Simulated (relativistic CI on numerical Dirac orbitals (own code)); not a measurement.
## Spin-allowed bands of a d2 ion in an octahedral site, by hand

Problem. Take Δ = 7500 cm⁻¹ and B = 640 cm⁻¹ for a d2 ion in an octahedral site. Calculate the three spin-allowed bands.

Working.
1. The terms of highest spin are 3F (energy 0) and 3P (15B = 9600 cm⁻¹). Here the F term splits into A2 at +1.2Δ = 9000, T2 at +0.2Δ = 1500 and T1 at −0.6Δ = -4500 cm⁻¹.
2. The two T1 states mix through the element 0.4Δ: H = [[-4500, 3000], [3000, 9600]], with roots ½(H₁₁ + H₂₂) ∓ ½√[(H₂₂ − H₁₁)² + 4H₁₂²] = ½(5100) ∓ ½(15324) = -5112 and 10212 cm⁻¹.
3. The ground term is 3T1 at -5112 cm⁻¹.
4. Bands: 3T2 6612 cm⁻¹ (1512 nm), 3A2 14112 cm⁻¹ (709 nm), 3T1(P) 15324 cm⁻¹ (653 nm).

Check. Exact diagonalisation of the whole d2 shell with these parameters gives 3T2 6612, 3A2 14112, 3T1 15324 cm⁻¹. The match is exact, since without spin-orbit coupling no other term has this spin. The ratio of the second band to the first, 2.134, depends on Δ/B = 11.7 alone, which is how a Tanabe-Sugano diagram is read.
